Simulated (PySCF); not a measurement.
C2H8AlClN2, singlet, geometry from GFN2-xTB (such geometries of metal compounds can be far from the true shape), atoms displaced at random by about 0.03 Å a coordinate.

Here is a job for PySCF.
```python
from pyscf import gto, scf, dft

mol = gto.Mole()
mol.atom = '''
    Al    0.09359481    0.07272663    0.11423141
    Cl    0.56915735    1.82408134    1.00331455
    N    -1.06074495   -0.05120300   -1.25136857
    C    -1.82226564    0.86239989   -1.98880357
    H    -1.22690454   -1.06702014   -1.59980196
    H    -2.85186415    0.68526156   -1.87486969
    H    -1.56476722    0.91110837   -3.00580317
    H    -1.56515678    1.92279126   -1.47454573
    N     0.92967112   -1.43223214    0.74726983
    C     0.86745536   -2.86357580    0.41204326
    H     1.56268021   -1.34365930    1.51350929
    H     0.44176352   -3.50508442    1.19403434
    H     1.70167142   -3.27982317    0.01957616
    H     0.13873730   -2.86675919   -0.46499883
'''
mol.basis = 'sto-3g'
mol.verbose = 4
mol.build()

mf = dft.RKS(mol)
mf.xc = 'pbe0'
mf.kernel()
g = mf.nuc_grad_method()
grad = g.kernel()
```

Problem. What does this run give for the total energy, number of basis functions, HOMO energy, nuclear repulsion energy, HOMO-LUMO gap, Mulliken (on the basis functions themselves) charges in atom order?

Solution. 
```
Property                                                                                                                                                                                              Result
------------------------------------------------------------------  ----------------------------------------------------------------------------------------------------------------------------------------
total energy                                                                                                                                                                                  -882.490378 Ha
number of basis functions                                                                                                                                                                                 46
HOMO energy                                                                                                                                                                                         -3.10 eV
nuclear repulsion energy                                                                                                                                                                         344.8342 Eh
HOMO-LUMO gap                                                                                                                                                                                        7.83 eV
Mulliken (on the basis functions themselves) charges in atom order  Al1 1.07, Cl2 -0.45, N3 -0.50, C4 -0.16, H5 0.13, H6 0.08, H7 0.08, H8 0.06, N9 -0.52, C10 -0.18, H11 0.16, H12 0.07, H13 0.09, H14 0.06
```

Problem. Roughly what does it cost on one core?

Solution. about 14 core-seconds (a rough figure).
